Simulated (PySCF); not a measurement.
## Computed vibrations of Nd(OH)3

Nd(OH)3 (singlet in the valence; each metal's 4f electrons, 3 of them, lie in its core potential, out of spins and levels). PySCF 2.14.0, RKS PBE0, Nd lcecp-1-SVP with ECP49, O def2-SVP, H def2-SVP; non-relativistic Hamiltonian with scalar-relativistic core potentials where named; density fitting; no spin-orbit coupling. Central differences of gradients.

```xyz
7

Nd    0.0000    0.0000   -0.0824
O     2.0843    0.0000    0.2154
H     3.0124    0.0000    0.4476
O    -1.0421    1.8050    0.2154
H    -1.5062    2.6088    0.4476
O    -1.0421   -1.8050    0.2154
H    -1.5062   -2.6088    0.4476
```

Run from Python with OMP_NUM_THREADS=2. Where DIIS fails, smearing, a level shift and second-order steps follow.
It took 32 s on 2 threads of Arm Neoverse V2, with other jobs on the host.

(1) What are the harmonic wavenumbers and infrared intensities?

(2) Is this a minimum?

An lcecp potential fixes the number of 4f electrons, so in runs with it no electron can move into or out of that shell.

Results:

(1) Modes are labelled in C3v; negative numbers are unstable modes, those under 60 cm⁻¹ near the noise; a finer grid moves soft modes by up to 10 cm⁻¹.
```csv
cm⁻¹,km/mol,symmetry
25,11.3,a1
115,2.0,e
115,2.0,e
281,0.0,a2
363,277.1,e
363,277.1,e
467,10.6,e
467,10.6,e
486,496.1,a1
578,214.2,e
578,214.2,e
603,14.3,a1
4001,158.8,e
4001,158.8,e
4002,13.7,a1
```

(2) Yes, within the noise of the softest modes. Ideal gas at 298.15 K and 1 bar: S = 371.5 J/(mol K), Cp = 107.6 J/(mol K), H − H(0 K) = 22.2 kJ/mol (rigid rotor, harmonic modes, spin degeneracy alone, that of the 4f electrons in the core included; the modes under 60 cm⁻¹ make these uncertain).
